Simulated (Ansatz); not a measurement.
Consider the cleavage of the Ge–Al bond: `C[O][AlH][GeH3]` + `N[SiH2][SiH3]` → `[SiH3][SiH2][NH][GeH3]` + `C[O][AlH2]`.

Program: Ansatz. Geometries: PBE0-D4/def2-TZVP. ΔE: electronic, gas phase. CCSD(T)/CBS is the MP2 limit (def2-TZVPP, def2-QZVPP) plus CCSD(T) − MP2 in def2-TZVPP, frozen cores. This one scheme is used for every species. DFT in def2-TZVPP. B3LYP here is the variant with VWN-RPA as its local correlation; programs differ in this. For Ge outer-core shells are correlated without core-valence functions, which leaves a few kJ/mol of doubt a bond. Scalar relativity is left out up to krypton. Each species was taken in one conformer, which may not be the lowest.

`C[O][AlH][GeH3]`:

```xyz
11

C     1.778    1.057    0.150
O     1.487   -0.058   -0.639
Al    0.135   -1.033   -0.893
Ge   -1.958   -0.542    0.339
H     2.088    1.895   -0.484
H     2.603    0.829    0.833
H     0.919    1.384    0.750
H     0.322   -2.214   -1.925
H    -3.143   -0.312   -0.621
H    -2.368   -1.715    1.254
H    -1.864    0.708    1.237
```

`N[SiH2][SiH3]`:

Cartesian coordinates in Å:
```
N 0.046 1.572 -0.855
Si -0.765 0.414 0.133
Si 0.608 -1.468 0.361
H 0.995 1.832 -0.638
H -0.465 2.361 -1.218
H -2.038 0.058 -0.552
H -1.140 0.884 1.504
H 1.947 -1.065 0.877
H 0.802 -2.160 -0.941
H 0.010 -2.428 1.329
```

`[SiH3][SiH2][NH][GeH3]`:

Z-matrix (Å, degrees):
```
Si
Si 1 2.343
H 1 1.488 2 111.1
H 1 1.489 2 111.0 3 -121.1
H 1 1.491 2 109.7 3 119.4
N 2 1.723 1 110.1 3 -65.7
H 2 1.489 1 110.6 3 52.5
H 2 1.496 1 108.2 3 168.9
Ge 6 1.841 2 126.9 1 150.4
H 6 1.009 2 116.9 1 -46.4
H 9 1.538 6 108.1 2 -152.1
H 9 1.534 6 106.6 2 -32.2
H 9 1.543 6 111.8 2 87.8
```

`C[O][AlH2]`:

Z-matrix (Å, degrees):
```
C
O 1 1.397
H 1 1.098 2 112.6
H 1 1.095 2 110.1 3 120.6
H 1 1.095 2 110.1 3 -120.6
Al 2 1.686 1 134.1 3 0.5
H 6 1.585 2 118.7 1 -0.0
H 6 1.577 2 116.3 1 -180.0
```

CCSD(T)/CBS gives +0.23 eV.

(1) Another level gave +0.24 eV. Which?
A. B3LYP-D4/def2-TZVPP
B. r2SCAN/def2-TZVPP
C. HF/def2-TZVPP
D. CCSD(T)/def2-TZVPP

Largest T1 diagnostic among the species: 0.013.

## Answers

(1) A. B3LYP-D4 0.24, HF/def2-TZVPP 0.08, CCSD(T)/def2-TZVPP 0.19, r2SCAN 0.31 eV.

The D4 term adds −0.04 eV with B3LYP and −0.02 eV with PBE0; it sums over pairs of atoms, weighted by their polarisabilities, and B3LYP, whose exchange is more repulsive, gets the larger term. From PBE to PBE0 (25 % exact exchange), in def2-TZVPP and without D4, ΔE moves by −0.05 eV.
